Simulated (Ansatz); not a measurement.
Geometry optimisation of C2H4NOSn, SMILES `C[O][SnH][C]#N` radical.

```yaml
crystal:
  periodic: [false, false, false]
  atoms:
    - {symbol: C, position_ang: [0.479484, -1.661530, -0.354361]}
    - {symbol: O, position_ang: [0.343465, -0.279146, -0.581883]}
    - {symbol: Sn, position_ang: [0.220568, 1.067818, 0.938495]}
    - {symbol: C, position_ang: [-0.510445, 2.746466, -0.206913]}
    - {symbol: N, position_ang: [-0.833811, 3.724814, -0.773557]}
    - {symbol: H, position_ang: [-0.052997, -2.033670, 0.554057]}
    - {symbol: H, position_ang: [1.549118, -1.969244, -0.279375]}
    - {symbol: H, position_ang: [0.052229, -2.195481, -1.232988]}
    - {symbol: H, position_ang: [-1.159211, 0.553772, 1.919626]}
basis:
  gaussian: {orbitals: def2-TZVP}
magnetization: {spin_polarized: true, initial_magnetization: 1}
hamiltonian: {xc: pbe0, dispersion: d4}
relax: {f_tol: 0.005, max_steps: 150}
```

```sh
$ ansatz run in.yaml --threads 2 --pin off --events-out ev --progress --plain --max-ram 32768MiB --backend cuda --devices 0, --max-vram 18GiB
```

It prints (some lines left out):

```
Functional definition: PBE0
mean field -11501.76635326 eV, -422.6821173049 hartree, gradient 2.4e-5 eV, S^2 0.755984; 0 other end points of the search recorded, 0 dependent functions left out
relax step   1: F+E_penalty+E_count = -11501.92311784 eV  Δ(F+E_penalty+E_count) = +0.000e0 eV  max|allowed force component| = 2.083e0 eV/Å  Δτ_max = 0.0000 Å  (40 SCF iters, accepted)
mean field -11501.87318640 eV, -422.6860433507 hartree, gradient 4.9e-5 eV, S^2 0.754252; 0 other end points of the search recorded, 0 dependent functions left out
relax step   2: F+E_penalty+E_count = -11502.03216807 eV  Δ(F+E_penalty+E_count) = -1.091e-1 eV  max|allowed force component| = 3.218e-1 eV/Å  Δτ_max = 0.0881 Å  (41 SCF iters, accepted)
mean field -11501.87884295 eV, -422.6862512249 hartree, gradient 2.4e-5 eV, S^2 0.754330; 0 other end points of the search recorded, 0 dependent functions left out
relax step   3: F+E_penalty+E_count = -11502.03778136 eV  Δ(F+E_penalty+E_count) = -5.613e-3 eV  max|allowed force component| = 1.134e-1 eV/Å  Δτ_max = 0.0229 Å  (42 SCF iters, accepted)
mean field -11501.87926943 eV, -422.6862668979 hartree, gradient 2.2e-5 eV, S^2 0.754324; 0 other end points of the search recorded, 0 dependent functions left out
relax step   4: F+E_penalty+E_count = -11502.03808852 eV  Δ(F+E_penalty+E_count) = -3.072e-4 eV  max|allowed force component| = 5.133e-2 eV/Å  Δτ_max = 0.0105 Å  (41 SCF iters, accepted)
mean field -11501.87940634 eV, -422.6862719290 hartree, gradient 1.8e-5 eV, S^2 0.754344; 0 other end points of the search recorded, 0 dependent functions left out
relax step   5: F+E_penalty+E_count = -11502.03828724 eV  Δ(F+E_penalty+E_count) = -1.987e-4 eV  max|allowed force component| = 3.549e-2 eV/Å  Δτ_max = 0.0213 Å  (41 SCF iters, accepted)
mean field -11501.87968874 eV, -422.6862823071 hartree, gradient 2.0e-5 eV, S^2 0.754324; 0 other end points of the search recorded, 0 dependent functions left out
relax step   6: F+E_penalty+E_count = -11502.03848038 eV  Δ(F+E_penalty+E_count) = -1.931e-4 eV  max|allowed force component| = 3.804e-2 eV/Å  Δτ_max = 0.0114 Å  (42 SCF iters, accepted)
mean field -11501.87956289 eV, -422.6862776823 hartree, gradient 2.3e-5 eV, S^2 0.754341; 0 other end points of the search recorded, 0 dependent functions left out
relax step   7: F+E_penalty+E_count = -11502.03832461 eV  Δ(F+E_penalty+E_count) = +1.558e-4 eV  max|allowed force component| = 3.001e-2 eV/Å  Δτ_max = 0.0177 Å  (40 SCF iters, rejected (line search))
mean field -11501.87980503 eV, -422.6862865807 hartree, gradient 2.0e-5 eV, S^2 0.754313; 0 other end points of the search recorded, 0 dependent functions left out
relax step   8: F+E_penalty+E_count = -11502.03857870 eV  Δ(F+E_penalty+E_count) = -9.832e-5 eV  max|allowed force component| = 1.240e-2 eV/Å  Δτ_max = 0.0088 Å  (41 SCF iters, accepted)
mean field -11501.87994863 eV, -422.6862918579 hartree, gradient 1.7e-5 eV, S^2 0.754298; 0 other end points of the search recorded, 0 dependent functions left out
relax step   9: F+E_penalty+E_count = -11502.03868012 eV  Δ(F+E_penalty+E_count) = -1.014e-4 eV  max|allowed force component| = 1.261e-2 eV/Å  Δτ_max = 0.0287 Å  (40 SCF iters, accepted)
mean field -11501.87992965 eV, -422.6862911605 hartree, gradient 2.2e-5 eV, S^2 0.754280; 0 other end points of the search recorded, 0 dependent functions left out
relax step  10: F+E_penalty+E_count = -11502.03869014 eV  Δ(F+E_penalty+E_count) = -1.002e-5 eV  max|allowed force component| = 8.158e-3 eV/Å  Δτ_max = 0.0069 Å  (42 SCF iters, accepted)
mean field -11501.87991134 eV, -422.6862904874 hartree, gradient 1.6e-5 eV, S^2 0.754277; 0 other end points of the search recorded, 0 dependent functions left out
relax step  11: F+E_penalty+E_count = -11502.03870907 eV  Δ(F+E_penalty+E_count) = -1.893e-5 eV  max|allowed force component| = 6.790e-3 eV/Å  Δτ_max = 0.0071 Å  (43 SCF iters, accepted)
mean field -11501.87992777 eV, -422.6862910912 hartree, gradient 1.3e-5 eV, S^2 0.754279; 0 other end points of the search recorded, 0 dependent functions left out
relax step  12: F+E_penalty+E_count = -11502.03871281 eV  Δ(F+E_penalty+E_count) = -3.738e-6 eV  max|allowed force component| = 1.246e-3 eV/Å  Δτ_max = 0.0009 Å  (32 SCF iters, accepted)
mean field -11501.87992777 eV, -422.6862910912 hartree, gradient 1.3e-5 eV, S^2 0.754279; 1 other end points of the search recorded, 0 dependent functions left out
Total energy: -11502.03874866 eV, -422.6921276515 hartree
Atom 0 at     0.463138    -1.652458    -0.351009 Å, force     0.000344     0.000943     0.000345 eV/Å
Atom 1 at     0.289794    -0.279138    -0.600033 Å, force     0.000183    -0.000143    -0.000734 eV/Å
Atom 2 at     0.201945     1.033873     0.855439 Å, force    -0.000194    -0.001246     0.000910 eV/Å
Atom 3 at    -0.513093     2.720633    -0.216767 Å, force     0.000367    -0.000621    -0.000601 eV/Å
Atom 4 at    -0.823638     3.702837    -0.736068 Å, force    -0.000487     0.000817    -0.000123 eV/Å
Atom 5 at    -0.127756    -2.012105     0.502050 Å, force    -0.000148     0.000054    -0.000150 eV/Å
Atom 6 at     1.515634    -1.902634    -0.174194 Å, force    -0.000298    -0.000272    -0.000230 eV/Å
Atom 7 at     0.133109    -2.196720    -1.240227 Å, force     0.000129     0.000114     0.000256 eV/Å
Atom 8 at    -1.050733     0.539511     1.943909 Å, force     0.000103     0.000354     0.000328 eV/Å
Dipole moment:     0.328161    -0.801182     0.639662 e Å
```

Run time 46 s (2 threads of an AMD EPYC 7R13 on a shared host and a share of an NVIDIA H100 80 GB); peak host memory 0.89 GiB.
